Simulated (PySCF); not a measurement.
## Working out the ionisation energy of Ta

Ta [Xe] 4f14 5d3 6s2 (4F) → Ta⁺ [Xe] 4f14 5d3 6s1 (5F). All numbers are calculated (PySCF 2.14, scalar relativity through the core potential, in def2-TZVPPD with the def2 core potential (60 electrons)). Frozen: 5s2 5p6. Energies in hartree (1 hartree = 27.21139 eV):

| part | Ta (lower) | Ta⁺ (upper) |
| --- | --- | --- |
| UHF | -56.292557 | -56.082247 |
| CCSD correlation | -0.081627 | -0.032209 |
| (T) | -0.004483 | -0.000432 |

Question: What does Hartree-Fock give?

Answer: (-56.082247) − (-56.292557) = 0.210310 hartree = 5.723 eV.

Question: What do CCSD and CCSD(T) give?

Answer: The CCSD correlation energies differ by 0.049418 hartree = 1.345 eV and the triples by 0.004051 hartree = 0.110 eV, so CCSD gives 7.068 eV and CCSD(T) 7.178 eV.

Measured between the centres of the two terms (NIST): 7.573 eV, so CCSD(T) (valence) is off by -0.395 eV.

What remains against the reference includes basis incompleteness, the frozen core and higher excitations.
